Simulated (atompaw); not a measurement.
# lanthanum (La): PAW (atompaw) pseudisation with PBE, scalar-relativistic reference atom.

Input for atompaw 4.2.0.5:

```
La 57
GGA-PBE scalarrelativistic loggrid 2001 logderivrange -5 5 251
6 6 5 4 0 0
6 1 0
5 2 1
4 3 0
0 0 0
c
c
c
c
v
v
c
c
c
v
v
c
c
v
v
3
3.00 2.85 2.75 2.05
n
n
y
3.4
n
y
2.55
n
bloechl besselshape
4 0 troulliermartins
PWSCFOUT
UPFDX 0.0125d0 UPFXMIN -7.d0 UPFZMESH 57.d0
END
```

Command:

```bash
atompaw < La.input > La.log
```

The program printed (summary file):

```
Completed calculations for La (AE)

 Exchange-correlation type: GGA, Perdew-Burke-Ernzerhof

 Radial integration grid is logarithmic
 r0 =   1.1779470E-04 h =   6.7142977E-03   n =      2001 rmax =   8.0000000E+01

 Scalar relativistic calculation

 AEatom converged in  34 iterations
   nz     =  57.00
   delta  =       8.186973944717E-15

 All Electron Orbital energies:
  n  l      occupancy      energy
  1  0      2.0000000E+00 -2.8482624E+03
  2  0      2.0000000E+00 -4.5341349E+02
  3  0      2.0000000E+00 -9.6979951E+01
  4  0      2.0000000E+00 -1.9584330E+01
  5  0      2.0000000E+00 -2.8608766E+00
  6  0      2.0000000E+00 -2.7044798E-01
  2  1      6.0000000E+00 -4.0635997E+02
  3  1      6.0000000E+00 -8.1956789E+01
  4  1      6.0000000E+00 -1.4699570E+01
  5  1      6.0000000E+00 -1.6464004E+00
  6  1      0.0000000E+00 -9.9352956E-02
  3  2      1.0000000E+01 -6.0379653E+01
  4  2      1.0000000E+01 -7.6327052E+00
  5  2      1.0000000E+00 -2.2713922E-01
  4  3      0.0000000E+00 -3.1934720E-01

 Total energy
   Total                    :   -16986.57077795511213

 ---
 Completed calculations for La (SC)

 Exchange-correlation type: GGA, Perdew-Burke-Ernzerhof

 Radial integration grid is logarithmic
 r0 =   1.1779470E-04 h =   6.7142977E-03   n =      2001 rmax =   8.0000000E+01

 Scalar relativistic calculation

 SCatom converged in   4 iterations
   nz     =  57.00
   delta  =       4.136035787363E-15

 Valence Electron Orbital energies:
  n  l      occupancy      energy
   5  0      2.0000000E+00 -2.8608766E+00
   6  0      2.0000000E+00 -2.7044798E-01
   5  1      6.0000000E+00 -1.6464004E+00
   6  1      0.0000000E+00 -9.9352955E-02
   5  2      1.0000000E+00 -2.2713922E-01
   4  3      0.0000000E+00 -3.1934720E-01

 Total energy
   Total                    :   -16986.57077792681957
   Valence                  :     -457.86625580544967

 PAW parameters:
       lmax =            3
         rc =    3.0002549468383508
        irc =         1512
   rc_shape =    2.8624997857512158
    rc_vloc =    2.7679927002080631
    rc_core =    2.0599437460563115
   Vloc: Norm-conserving Troullier-Martins with l= 4;e=   0.0000E+00
   Projector type: Bloechl + Gram-Schmidt ortho.
   Bessel compensation charge shape zeroed at   2.8625E+00

 Number of basis functions     8
 No.   n  nodes  l      Energy         Cp coeff         Occ
  1    5    4    0   -0.2860877E+01 -0.3989038E+01  0.2000000E+01
  2    6    5    0   -0.2704480E+00 -0.6047893E+01  0.2000000E+01
  3    5    3    1   -0.1646400E+01 -0.2835850E+01  0.6000000E+01
  4    6    4    1   -0.9935295E-01 -0.3816781E+01  0.0000000E+00
  5    5    2    2   -0.2271392E+00 -0.2439914E+01  0.1000000E+01
  6  999    3    2    0.3400000E+01 -0.3892325E+01  0.0000000E+00
  7    4    0    3   -0.3193472E+00  0.7081097E+01  0.0000000E+00
  8  999    1    3    0.2550000E+01  0.1465634E+02  0.0000000E+00

 Eigenvalues of overlap operator (in the basis of projectors):
    1        2.19699561E-01
    2        4.63594900E-01
    3        4.86093034E-01
    4        5.62214269E-01
    5        2.79968939E+00
    6        3.27967364E+00
    7        8.33395701E+00
    8        3.00084613E+01

 Orbital leakage outside PAW augmentation regions
   orb  is_core?  %out_of_sphere
   1 0    T           0.00
   2 0    T           0.00
   3 0    T          -0.00
   4 0    T           0.00
   5 0    F           1.15
   6 0    F          84.77
   2 1    T           0.00
   3 1    T           0.00
   4 1    T           0.00
   5 1    F           4.55
   6 1    F          95.25
   3 2    T           0.00
   4 2    T           0.00
   5 2    F          41.75
   4 3    F           2.41

 Summary of PAW energies
   Total valence energy     :   -457.86625308789110
   Smooth energy            :      3.54502651398116
   One center               :   -461.41127960187225
   Smooth kinetic           :     24.77549641052989
   Vloc energy              :    -12.35394608986097
   Smooth exch-corr         :    -15.43814966830019
   One-center xc            :   -390.73760033927419
```

The run took about 31 s on one core of a shared server CPU.
